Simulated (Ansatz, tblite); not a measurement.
Removing and adding an electron: MoH₄. Total charge 0; triplet. Geometry: r2SCAN-D4/def2-TZVP. Ansatz, gas phase; energy differences of separate SCF runs; the oxidised species is a doublet (the quartet lies 2.00 eV higher at PBE0-D4/def2-TZVP); the reduced species is a quartet (the doublet lies 0.12 eV higher at PBE0-D4/def2-TZVPD).

```xyz
5

Mo    0.0000    0.0000    0.0000
H     0.2814    1.2265    1.1261
H    -1.6564   -0.1110   -0.3093
H     0.5570   -1.4697    0.6174
H     0.8179    0.3543   -1.4342
```

In the def2 sets Mo takes a core potential; there is no spin–orbit coupling. The xTB rows come from tblite. Correlated methods freeze no core orbitals; core or outer-core shells of Mo are correlated, in sets that lack core-valence functions. HOMO above LUMO, or a gap near zero within one spin, warns that the state may not be the lowest or that an electron is smeared out.

```json
{"level": "GFN1-xTB", "−HOMO (eV)": "–", "vertical IE (eV)": "13.13", "−LUMO (eV)": "–", "vertical EA (eV)": "5.79", "HOMO–LUMO gap (eV)": "–", "IE − EA (eV)": "7.34", "remarks": "–"}
{"level": "GFN2-xTB", "−HOMO (eV)": "–", "vertical IE (eV)": "13.78", "−LUMO (eV)": "–", "vertical EA (eV)": "5.60", "HOMO–LUMO gap (eV)": "–", "IE − EA (eV)": "8.18", "remarks": "–"}
{"level": "HF/def2-TZVPP", "−HOMO (eV)": "–", "vertical IE (eV)": "9.33", "−LUMO (eV)": "–", "vertical EA (eV)": "–", "HOMO–LUMO gap (eV)": "–", "IE − EA (eV)": "–", "remarks": "spin-contaminated (⟨S²⟩ 0.95) (+1 doublet)"}
{"level": "PBE-D4/def2-TZVP", "−HOMO (eV)": "5.59", "vertical IE (eV)": "9.32", "−LUMO (eV)": "3.01", "vertical EA (eV)": "–", "HOMO–LUMO gap (eV)": "2.58", "IE − EA (eV)": "–", "remarks": "–"}
{"level": "PBE-D4/def2-TZVPD", "−HOMO (eV)": "5.61", "vertical IE (eV)": "–", "−LUMO (eV)": "3.03", "vertical EA (eV)": "0.60", "HOMO–LUMO gap (eV)": "2.58", "IE − EA (eV)": "–", "remarks": "HOMO above zero (-1 quartet), gap within one spin near zero (-1 quartet)"}
{"level": "r2SCAN-D4/def2-TZVP", "−HOMO (eV)": "6.13", "vertical IE (eV)": "9.51", "−LUMO (eV)": "2.85", "vertical EA (eV)": "–", "HOMO–LUMO gap (eV)": "3.28", "IE − EA (eV)": "–", "remarks": "–"}
{"level": "r2SCAN-D4/def2-TZVPD", "−HOMO (eV)": "6.14", "vertical IE (eV)": "–", "−LUMO (eV)": "2.87", "vertical EA (eV)": "0.53", "HOMO–LUMO gap (eV)": "3.27", "IE − EA (eV)": "–", "remarks": "HOMO above zero (-1 quartet)"}
{"level": "PBE0-D4/def2-TZVP", "−HOMO (eV)": "7.29", "vertical IE (eV)": "9.49", "−LUMO (eV)": "2.23", "vertical EA (eV)": "–", "HOMO–LUMO gap (eV)": "5.07", "IE − EA (eV)": "–", "remarks": "–"}
{"level": "PBE0-D4/def2-TZVPD", "−HOMO (eV)": "7.30", "vertical IE (eV)": "–", "−LUMO (eV)": "2.24", "vertical EA (eV)": "0.64", "HOMO–LUMO gap (eV)": "5.06", "IE − EA (eV)": "–", "remarks": "HOMO above zero (-1 quartet)"}
{"level": "CCSD/def2-TZVPP", "−HOMO (eV)": "–", "vertical IE (eV)": "9.38", "−LUMO (eV)": "–", "vertical EA (eV)": "–", "HOMO–LUMO gap (eV)": "–", "IE − EA (eV)": "–", "remarks": "spin-contaminated (⟨S²⟩ 0.95) (+1 doublet)"}
{"level": "CCSD(T)/def2-TZVPP", "−HOMO (eV)": "–", "vertical IE (eV)": "9.35", "−LUMO (eV)": "–", "vertical EA (eV)": "–", "HOMO–LUMO gap (eV)": "–", "IE − EA (eV)": "–", "remarks": "spin-contaminated (⟨S²⟩ 0.95) (+1 doublet)"}
```

Run but left out: MP2/def2-TZVPP (charge +1 doublet: ⟨S²⟩ 0.95, where a pure state has 0.75).   A HOMO above zero means that the electron is unbound at that level or that self-interaction error raises the level; the energy of removing that electron tells which. HOMO and LUMO are the levels of the spin that leaves or enters (xTB has no such levels and no spin-polarisation term). Other spin states of the ions may lie lower, which would lower the ionisation energy or raise the affinity. Raw xTB energy differences between charge states are shifted by several eV; the methods need an empirical correction for them.
